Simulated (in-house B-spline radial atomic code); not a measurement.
Values are calculated unless marked as measured or tabulated.
**Weak and strong correlation along the adiabatic connection**

Two-electron singlets in several external potentials (atomic units), by full CI in B-splines with partial waves to l = 8 (correlation energies up to 0.6 % small). The repulsion is scaled by λ at fixed density; W(λ) is the mean repulsion less the Hartree energy, W(0) = E_x, and the area under W from 0 to 1 is E_xc.

One system gave this curve:

```tsv
λ	W (hartree)
0	-1.8377
0.02	-1.8398
0.05	-1.843
0.12	-1.8502
0.25	-1.8633
0.4	-1.8779
0.6	-1.8964
0.8	-1.9139
1	-1.9306
1.4	-1.9614
2	-2.0023
3	-2.0588
4.5	-2.1235
7	-2.1981
10	-2.2569
```

**Question.** Which system is it?
A. −Z exp(−kr)/r, Z = 8.31, k = 1.64
B. −Z exp(−kr)/r, Z = 2.18, k = 0.589
C. −Z/r, Z = 0.75, wall at 1 bohr
D. −Z/r, Z = 1.01, wall at 2.72 bohr

**Answer.** C. The exchange energy sets the size: −Z/r, Z = 0.75, wall at 1 bohr: E_x = -1.84, E_c = -0.0485; −Z exp(−kr)/r, Z = 8.31, k = 1.64: E_x = -4.81, E_c = -0.0455; −Z exp(−kr)/r, Z = 2.18, k = 0.589: E_x = -1.03, E_c = -0.0436; −Z/r, Z = 1.01, wall at 2.72 bohr: E_x = -0.765, E_c = -0.0397 hartree.
